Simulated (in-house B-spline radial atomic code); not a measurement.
# Ce IX (Ce8+): [Ar] 3d9 4s2 4p6 4d10 5s2 5p2 7f1 (an excited or competing configuration)

Computed with a radial B-spline atomic code at the basis-set limit: Dirac-Hartree-Fock, average of configuration, Fermi nucleus of rms radius 4.8771 fm.

Z_r = [3n² - l(l+1)]/(2<r>); Z_e = n√(-2ε); the last column is Slater's effective charge. Values are occupation-weighted means over j. An effective charge above Z reflects the relativistic contraction of the inner shells.

```
shell  electrons   ε (eV)  <r> (bohr)    Z_r    Z_e  Slater
   1s          2   -40868     0.02457  61.05  54.81   57.70
   2s          2  -6810.8      0.1046  57.38  44.75   53.85
   2p          6  -6125.7     0.09209  54.29  42.44   53.85
   3s          2  -1641.7      0.2755  49.00  32.95   46.75
   3p          6  -1416.4      0.2733  45.73  30.61   46.75
   3d          9    -1097      0.2525  41.59  26.94   37.20
   4s          2  -459.85      0.6228  38.53  23.25   31.10
   4p          6  -381.36      0.6554  35.09  21.18   31.10
   4d         10  -263.96      0.7045  29.81  17.62   19.85
   5s          2  -158.47       1.339  28.00  17.06   14.65
   5p          2  -136.18        1.45  25.18  15.82   14.65
   7f          1  -28.284       5.847  11.54  10.09    9.00
```

The least bound orbital is 7f7/2 at -28.27 eV, and it is also the most diffuse (<r> = 5.85 bohr). The part-filled 3d shell lies below the filled 5s shell in orbital energy.

Spin-orbit splittings of the orbital energies (j = l + 1/2 above j = l - 1/2 when positive): 2p 448.3 eV, 3p 91.43 eV, 3d 19.44 eV, 4p 20.78 eV, 4d 3.813 eV, 5p 4.481 eV, 7f 0.02888 eV.

For the 1s electron the small component carries 4.61 % of the norm, the zero-frequency Breit interaction raises the level by 109.7 eV, self-energy by 63.97 eV, and vacuum polarisation lowers it by 9.53 eV.
